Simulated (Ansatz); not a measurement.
Born–Oppenheimer molecular dynamics of FH5OSi2 (9 atoms, charge 0, multiplicity 1). It starts from a relaxed structure.

Method: Ansatz, RKS B3LYP/def2-SVP.

* ensemble: NVE (velocity Verlet)
* time step: 0.5 fs
* steps asked: 150
* starting velocities drawn for: 400 K
* seed: 847755

First frame:

```xyz
9
Properties=species:S:1:pos:R:3
Si -0.131 0.026 0.000
F -0.099 -0.007 1.622
O 1.339 -0.409 -0.583
Si 2.582 -1.465 -0.911
H 2.051 -2.669 -1.614
H 3.566 -0.773 -1.786
H 3.245 -1.885 0.355
H -0.421 1.417 -0.418
H -1.171 -0.938 -0.439
```

Question: What does the run give?

Answer: All steps were run.

| Quantity | Value |
| --- | --- |
| steps done | 150 |
| time covered | 75 fs |
| mean temperature over the second half | 216 K |
| spread of the potential energy over the second half | 3.9 meV per atom |
| mean potential energy of the second half above the start | 18.5 meV per atom |

The conserved energy stayed within 0.14 meV per atom of its start (net change 0.024 meV per atom), so the integration is sound. Over the second half the temperature averaged 0.54 of the 400 K drawn at the start: a run that starts near a minimum puts about half its kinetic energy into the potential. A run of 0.075 ps of so small a system gives no equilibrium averages.

Question: What happens to the structure?

Answer: The same pairs are bonded in the first frame and the last. Pairs count as bonded within 1.25 times the sum of covalent radii (0.12 Å more for H–H). Another seed would give other details.

Question: How do temperature and energy run in time?

Answer: 
```tsv
time (fs)	T (K)	potential energy less start (eV)	conserved less start (meV/atom)
0	400	0.000	0.00
6	215	0.168	0.07
12	96	0.276	0.13
18	211	0.171	0.10
24	281	0.108	0.04
30	253	0.133	0.02
36	183	0.197	0.07
42	204	0.178	0.11
48	209	0.174	0.10
54	206	0.176	0.05
60	234	0.150	0.02
66	236	0.149	0.06
72	186	0.195	0.10
```

The run took 4.1 min on 2 threads of Arm Neoverse V1, with other jobs on the host, peak memory 0.17 GiB.
